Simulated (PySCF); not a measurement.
cyclotrisilazane (H9N3Si3), SMILES N1[SiH2]N[SiH2]N[SiH2]1. Geometry: PBE-D3(BJ)/def2-SVP.

Computed equilibrium geometry at PBE-D3(BJ)/def2-SVP (PySCF confirms it by a frequency run) as bond lengths and angles, and its point group:
point group Cs.
Atoms: Si1 N2 Si3 N4 Si5 N6 H7 H8 H9 H10 H11 H12 H13 H14 H15. Bonds (Å): Si1–N2 1.759, Si1–N6 1.749, Si1–H7 1.508, Si1–H8 1.510, N2–Si3 1.759, N2–H9 1.024, Si3–N4 1.749, Si3–H10 1.508, Si3–H11 1.510, N4–Si5 1.761, N4–H12 1.023, Si5–N6 1.761, Si5–H13 1.504, Si5–H14 1.501, N6–H15 1.023. Angles (°): N2–Si1–N6 104.5, N2–Si1–H7 105.3, N2–Si1–H8 115.6, N6–Si1–H7 115.9, N6–Si1–H8 108.3, H7–Si1–H8 107.5, Si1–N2–Si3 129.3, Si1–N2–H9 115.3, Si3–N2–H9 115.3, N2–Si3–N4 104.5, N2–Si3–H10 105.3, N2–Si3–H11 115.6, N4–Si3–H10 115.9, N4–Si3–H11 108.3, H10–Si3–H11 107.5, Si3–N4–Si5 119.3, Si3–N4–H12 118.9, Si5–N4–H12 117.9, N4–Si5–N6 111.3, N4–Si5–H13 108.1, N4–Si5–H14 109.5, N6–Si5–H13 108.1, N6–Si5–H14 109.5, H13–Si5–H14 110.4, Si1–N6–Si5 119.3, Si1–N6–H15 118.9, Si5–N6–H15 117.9.
Charge 0, spin multiplicity 1.
